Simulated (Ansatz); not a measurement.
Input file for Ansatz (a quantum-chemistry and plane-wave program): R-B3LYP-D3(BJ)/def2-TZVP on BrCdH (SMILES [Br][CdH]). Elements past Kr take the def2 small-core potentials; no spin–orbit coupling.

Ansatz 0.2 input:
```yaml
crystal:
  periodic: [false, false, false]
  atoms:
    - {symbol: Cd, position_ang: [-0.10117540, -0.12072509, -0.24198276]}
    - {symbol: H, position_ang: [-1.14651184, -0.30829342, -1.47523293]}
    - {symbol: Br, position_ang: [1.23100287, 0.45270430, 1.68205587]}
basis:
  gaussian:
    orbitals: def2-TZVP
hamiltonian:
  xc: b3lyp
  dispersion: d3bj
relax: {f_tol: 0.003, max_steps: 120}
```

Program output:

```
WARN ansatz: RAYON_NUM_THREADS=1 ignored (pool sized by the plan → 1); use --threads N
Functional definition: B3LYP
integrals: 0.04 GiB planned
814 factors; integrals over basis functions are off by at most 3.1e-4 eV
mean field: 0.35 GiB planned
mean field evaluation 1: about -74629.9695 eV, gradient 2.3e1 eV
mean field evaluation 2: about -74628.9641 eV, gradient 3.4e1 eV
mean field evaluation 4: about -74631.2784 eV, gradient 8.7e-1 eV
mean field evaluation 8: about -74631.3420 eV, gradient 7.9e-2 eV
mean field evaluation 16: about -74631.3420 eV, gradient 6.1e-5 eV
mean field -74631.34196743 eV, -2742.6512303626 hartree, gradient 6.1e-5 eV, S^2 0.000000; 0 other end points of the search recorded, 0 dependent functions left out
the calculation of the forces begins
reference -74631.34217995 eV, -2742.6512381725 hartree; 28, 28 occupied and 66, 66 virtual orbitals, 814 factors
relax step   1: F+E_penalty+E_count = -74631.44561367 eV  Δ(F+E_penalty+E_count) = +0.000e0 eV  max|allowed force component| = 3.816e-1 eV/Å  Δτ_max = 0.0000 Å  (26 SCF iters, accepted)
these checks for a lower state are left out or cut short: starts, cluster_reference, orbital_swaps, neighbouring_geometries, increment
integrals: 0.04 GiB planned
814 factors; integrals over basis functions are off by at most 3.5e-4 eV
mean field: 0.35 GiB planned
mean field -74631.37475419 eV, -2742.6524352539 hartree, gradient 9.0e-6 eV, S^2 0.000000; 0 other end points of the search recorded, 0 dependent functions left out
the calculation of the forces begins
reference -74631.37496741 eV, -2742.6524430895 hartree; 28, 28 occupied and 66, 66 virtual orbitals, 814 factors
relax step   2: F+E_penalty+E_count = -74631.47760512 eV  Δ(F+E_penalty+E_count) = -3.199e-2 eV  max|allowed force component| = 1.313e-1 eV/Å  Δτ_max = 0.0964 Å  (30 SCF iters, accepted)
these checks for a lower state are left out or cut short: starts, cluster_reference, orbital_swaps, neighbouring_geometries, increment
integrals: 0.04 GiB planned
814 factors; integrals over basis functions are off by at most 3.5e-4 eV
mean field: 0.35 GiB planned
mean field evaluation 32: about -74631.3764 eV, gradient 8.8e-6 eV
mean field -74631.37642947 eV, -2742.6524968191 hartree, gradient 8.8e-6 eV, S^2 0.000000; 0 other end points of the search recorded, 0 dependent functions left out
the calculation of the forces begins
reference -74631.37664249 eV, -2742.6525046476 hartree; 28, 28 occupied and 66, 66 virtual orbitals, 814 factors
relax step   3: F+E_penalty+E_count = -74631.47948720 eV  Δ(F+E_penalty+E_count) = -1.882e-3 eV  max|allowed force component| = 5.233e-3 eV/Å  Δτ_max = 0.0135 Å  (31 SCF iters, accepted)
these checks for a lower state are left out or cut short: starts, cluster_reference, orbital_swaps, neighbouring_geometries, increment
integrals: 0.04 GiB planned
814 factors; integrals over basis functions are off by at most 3.5e-4 eV
mean field: 0.35 GiB planned
mean field -74631.37642812 eV, -2742.6524967697 hartree, gradient 2.0e-5 eV, S^2 0.000000; 0 other end points of the search recorded, 0 dependent functions left out
the calculation of the forces begins
reference -74631.37664115 eV, -2742.6525045982 hartree; 28, 28 occupied and 66, 66 virtual orbitals, 814 factors
relax step   4: F+E_penalty+E_count = -74631.47948899 eV  Δ(F+E_penalty+E_count) = -1.796e-6 eV  max|allowed force component| = 5.739e-5 eV/Å  Δτ_max = 0.0004 Å  (19 SCF iters, accepted)
integrals: 0.04 GiB planned
814 factors; integrals over basis functions are off by at most 3.5e-4 eV
mean field: 0.35 GiB planned
mean field -74631.37642812 eV, -2742.6524967697 hartree, gradient 2.0e-5 eV, S^2 0.000000; 1 other end points of the search recorded, 0 dependent functions left out
the calculation of the forces begins
reference -74631.37664115 eV, -2742.6525045982 hartree; 28, 28 occupied and 66, 66 virtual orbitals, 814 factors
Total energy: -74631.47970201 eV, -2742.6562920152 hartree
Atom 0 at    -0.159085    -0.042480    -0.216898 Å, force    -0.000057     0.000035    -0.000020 eV/Å
Atom 1 at    -1.134207    -0.362285    -1.519939 Å, force     0.000022    -0.000024    -0.000003 eV/Å
Atom 2 at     1.276607     0.428451     1.701677 Å, force     0.000035    -0.000010     0.000024 eV/Å
Dipole moment:    -0.270758    -0.088825    -0.361837 e Å
```

The calculation finished and met its thresholds.

Cost: very roughly 13 core-seconds.
